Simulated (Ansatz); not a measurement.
The cluster Nb₂O₄⁻. The state is a doublet with charge -1. Geometry PBE0-D4/def2-SVPD.

```xyz
6

Nb    0.7683   -0.7852    1.1408
Nb   -1.1622    0.3582   -0.2732
O     0.1044    1.8965   -0.3497
O    -1.7912   -0.5032   -1.6336
O     0.6820    1.2091    0.7803
O     1.3986   -2.1754    0.3354
```

In the def2 sets Nb takes a core potential; there is no spin–orbit coupling. The structure holds 1 bond(s) between oxygen atoms. At LDA (SPW92)/def2-TZVPD, PBE-D4/def2-TZVPD, revPBE-D4/def2-TZVPD, BLYP-D4/def2-TZVPD the highest occupied level of the charge -1 doublet lies above zero (up to 0.28 eV). It is a level of α spin, whose loss leaves a singlet; that state wasn't run at this geometry and level. The electron is either unbound and held by the finite basis, or the level is raised by self-interaction error. At PBE-D4/def2-TZVPD, revPBE-D4/def2-TZVPD, BLYP-D4/def2-TZVPD, PBE0-D4/def2-TZVPD the charge -1 doublet is spin-contaminated (final ⟨S²⟩ up to 1.67, 0.75 for a pure state). No other spin state of charge -1 was run. The geometry of the doublet was relaxed on an unsound state (⟨S²⟩ 1.55, where a pure state has 0.75). Another isomer (doublet) lies 4.99 eV lower at PBE0-D4/def2-TZVPD; other spin states weren't run for this one.

(1) Estimate the α-spin orbital energies around the gap (eV) in Ansatz with LDA (SPW92)/def2-TZVPD, PBE-D4/def2-TZVPD, revPBE-D4/def2-TZVPD, BLYP-D4/def2-TZVPD, PBE0-D4/def2-TZVPD.

## Answers

(1) 
| orbital | LDA (SPW92)/def2-TZVPD | PBE-D4/def2-TZVPD | revPBE-D4/def2-TZVPD | BLYP-D4/def2-TZVPD | PBE0-D4/def2-TZVPD |
| --- | --- | --- | --- | --- | --- |
| HOMO−9 | -3.98 | -3.79 | -3.70 | -3.63 | -5.18 |
| HOMO−8 | -3.88 | -3.72 | -3.64 | -3.55 | -5.15 |
| HOMO−7 | -3.77 | -3.61 | -3.53 | -3.45 | -4.96 |
| HOMO−6 | -3.55 | -3.39 | -3.31 | -3.23 | -4.88 |
| HOMO−5 | -3.51 | -3.37 | -3.30 | -3.21 | -4.74 |
| HOMO−4 | -2.82 | -2.72 | -2.65 | -2.57 | -4.15 |
| HOMO−3 | -2.23 | -2.12 | -2.04 | -1.99 | -3.57 |
| HOMO−2 | -1.01 | -0.98 | -0.92 | -0.79 | -1.95 |
| HOMO−1 | -0.08 | -0.21 | -0.17 | 0.00 | -1.29 |
| HOMO | -0.01 | 0.13 | 0.19 | 0.28 | -0.83 |
| LUMO | 0.53 | 0.86 | 0.98 | 0.93 | 1.57 |
| LUMO+1 | 0.95 | 1.26 | 1.41 | 1.26 | 2.20 |
| LUMO+2 | 1.58 | 1.68 | 1.76 | 1.79 | 2.39 |
| LUMO+3 | 2.01 | 2.25 | 2.35 | 2.34 | 3.08 |
| LUMO+4 | 2.58 | 2.67 | 2.73 | 2.82 | 3.39 |
| LUMO+5 | 2.72 | 2.81 | 2.84 | 2.91 | 3.50 |
| β HOMO | 0.12 | -0.03 | -0.01 | 0.15 | -1.40 |
| β LUMO | 0.53 | 0.65 | 0.78 | 0.73 | 1.47 |
